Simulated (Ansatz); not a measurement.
Consider the substitution at a C–C bond: `C[CH](C)[Ga]([OH])[OH]` + `Cl[SiH2][SeH]` → `C[Se][SiH2]Cl` + `C[CH2][Ga]([OH])[OH]`.

Computed with Ansatz on PBE0-D4/def2-TZVP structures; ΔE is electronic, products minus reactants. CBS: MP2 limit from def2 TZ/QZ plus the TZ coupled-cluster correction, frozen cores. Functionals use def2-TZVPP. B3LYP here is the variant with VWN-RPA as its local correlation; programs differ in this. For Ga, Se outer-core shells are correlated without core-valence functions, which leaves a few kJ/mol of doubt a bond. Scalar relativity is left out up to krypton. Each species was taken in one conformer, which may not be the lowest.

| level | ΔE (kJ/mol) |
| --- | --- |
| r2SCAN-D4 | -7.3 |
| ωB97M-V | -6.3 |
| B3LYP | -10.4 |
| CCSD(T)/def2-TZVPP | -5.3 |

(1) What does CCSD(T)/CBS give? (Estimate.)

Largest T1 diagnostic among the species: 0.013.

Results:

(1) Computed: -5.6 kJ/mol. The listed levels differ from it by -1.7, -0.7, -4.8, 0.3 kJ/mol.
